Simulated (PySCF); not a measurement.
Gas-phase reaction: ZnF2 + 2 C2F5 ⇌ Zn + 2 C2F6

Computed with PySCF and rigid-rotor harmonic-oscillator thermochemistry at 1 bar. † marks an energy on the PBE0/def2-TZVP geometry and frequencies. MP2 and CCSD(T) freeze the core. Open shells (unrestricted): C2F5 (multiplicity 2); the rest are closed-shell singlets. Zn: all electrons, no relativistic terms. C2F5: computed as isolated molecules; such fragments, hydroxides, amides, oligomers or adducts are transient or little studied in the gas. MP2 isn't extrapolated to the basis-set limit; its ΔH°(298 K) is -278.6 kJ in def2-SVP and -260.3 kJ in def2-TZVPP. CCSD(T) isn't extrapolated to the basis-set limit. The harmonic model lacks anharmonicity and excited electronic states, which grow with temperature; levels with a mode under 35 cm⁻¹ are left out. Internal rotation in C2F5, C2F6 is treated as a harmonic vibration of one conformer, which makes the entropy rough.

```
level               ΔE electronic, kJ  ΔH°(298 K), kJ  ΔS°(298 K), J/K  ΔG°(600 K), kJ
------------------  -----------------  --------------  ---------------  --------------
CCSD(T)/def2-SVP†                -309            -297             -110            -231
M06-2X/def2-TZVP†                -285            -273             -110            -206
MP2/def2-SVP†                    -291            -279             -110            -212
PBE0/def2-QZVP†                  -237            -225             -110            -158
ωB97M-V/def2-TZVP†               -287            -274             -110            -208
```
ΔH° is lowest at CCSD(T)/def2-SVP† and highest at PBE0/def2-QZVP†. No reference value is set beside these.
